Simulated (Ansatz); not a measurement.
BrH2Sb (SMILES [Br][SbH2]) moved off its minimum; all values from Ansatz (a quantum-chemistry and plane-wave program), cores frozen in correlated methods. Elements past Kr take the def2 small-core potentials, without spin–orbit coupling.
(charge 0, multiplicity 1)
```xyz
4

Sb    -0.60586    -0.57726     0.41327
H     -0.23774    -1.89869    -0.37767
H     -1.87083    -0.24748    -0.40709
Br     0.98782     0.98481    -0.73645
```

Forces at HF/def2-TZVPP (eV/Å):

```csv
atom,Fx,Fy,Fz
Sb1,2.045,1.010,3.448
H2,0.547,-1.762,-1.300
H3,-2.601,0.740,-1.956
Br4,0.009,0.011,-0.191
```

Problem. Give the forces (eV/Å), the total energy and the dipole at CCSD(T)/def2-TZVPPD.

Solution. 
| atom | Fx | Fy | Fz |
|---|---|---|---|
| Sb1 | 2.102 | 1.097 | 3.813 |
| H2 | 0.563 | -1.938 | -1.448 |
| H3 | -2.761 | 0.746 | -2.103 |
| Br4 | 0.095 | 0.095 | -0.262 |
Energy -2813.1873 hartree, dipole 2.23 D.
